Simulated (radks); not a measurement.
Task: Species: Mn XI. Configuration: [Ne] 3s2 3p3. All-electron calculation, scalar-relativistic Kohn-Sham, BLYP, spin-polarised, spherical densities, finite nucleus; open shells are filled with parallel spins first; Fermi nuclear charge, rms radius 3.7057 fm. Program: a radial shooting solver on a logarithmic mesh with Libxc functionals. Some entries of the table are withheld. Estimate them.

| orbital | occ. | eigenvalue (hartree) | r(max) (bohr) | <1/r> (bohr^-1) |
|---|---|---|---|---|
| 1s up | 1 | -245.9236 | 0.03987 | 24.93 |
| 1s down | 1 | -245.8516 | 0.03987 | 24.93 |
| 2s up | 1 | -36.68298 | 0.2319 | 5.331 |
| 2s down | 1 | -36.62434 | 0.2320 | 5.332 |
| 2p up | 3 | (1) | 0.1876 | 5.230 |
| 2p down | 3 | (2) | 0.1879 | 5.228 |
| 3s up | 1 | -11.13629 | 0.6901 | 1.902 |
| 3s down | 1 | -10.83168 | 0.6906 | 1.892 |
| 3p up | 3 | -9.91451 | (3) | 1.817 |
| 3p down | 0 | -9.61671 | (4) | 1.808 |

Result: 
(1) 2p up eigenvalue (hartree): -32.56766
(2) 2p down eigenvalue (hartree): -32.48365
(3) 3p up r(max) (bohr): 0.6858
(4) 3p down r(max) (bohr): 0.6864
